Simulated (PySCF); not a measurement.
Compound: C5H7ClF2O2.
Atom-mapped SMILES: `[F:1][C:2]([F:3])([Cl:4])[CH:5]1[O:6][CH2:7][CH2:8][CH2:9][O:10]1`

Structure used (GFN2-xTB), in Å, numbered top down from 1:
```xyz
17
C5H7ClF2O2 angstrom
F     -2.883    0.443    0.871
C     -1.986    0.341   -0.123
F     -1.456    1.573   -0.260
Cl    -2.837   -0.067   -1.629
C     -0.944   -0.774    0.225
O     -0.234   -0.463    1.375
C      0.864    0.433    1.199
C      1.763   -0.039    0.059
C      0.884   -0.232   -1.173
O     -0.183   -1.132   -0.874
H     -1.553   -1.655    0.477
H      0.504    1.451    1.007
H      1.381    0.415    2.159
H      2.543    0.694   -0.139
H      2.218   -0.993    0.326
H      0.486    0.729   -1.521
H      1.426   -0.711   -1.989
```

NICS is the negative of the GIAO shielding at a point without a nucleus: at the ring centre (0) and 1 Å above and below it (1); zz is the component along the ring normal. Level: GIAO PBE0/pcSseg-1 (PySCF, non-relativistic, gas phase) on the GFN2-xTB geometry, one conformer.

Ring bond lengths (Å), with Mayer bond orders in brackets: C5–O6 1.386 (1.00), O6–C7 1.428 (0.88), C7–C8 1.527 (1.03), C8–C9 1.526 (1.03), C9–O10 1.427 (0.89), O10–C5 1.384 (1.00).

Question: What do the NICS probes read (ppm)?

Answer: 
```csv
ring,type,NICS(0),"NICS(1), two faces","NICS(1)zz, two faces",rms pucker (Å),"centre to ring atoms, mean (Å)"
C5–O6–C7–C8–C9–O10,6-membered ring with 2 O; formal bonds all single,-2.5,-1.4 / -1.1,1.8 / -0.7,0.21,1.40
```

Question: What can be read from them?

Answer: 
- C5–O6–C7–C8–C9–O10: mean NICS(1)zz 0.6 ppm, near zero. C5, C7, C8, C9 have four or more neighbours; no verdict on aromaticity is drawn.
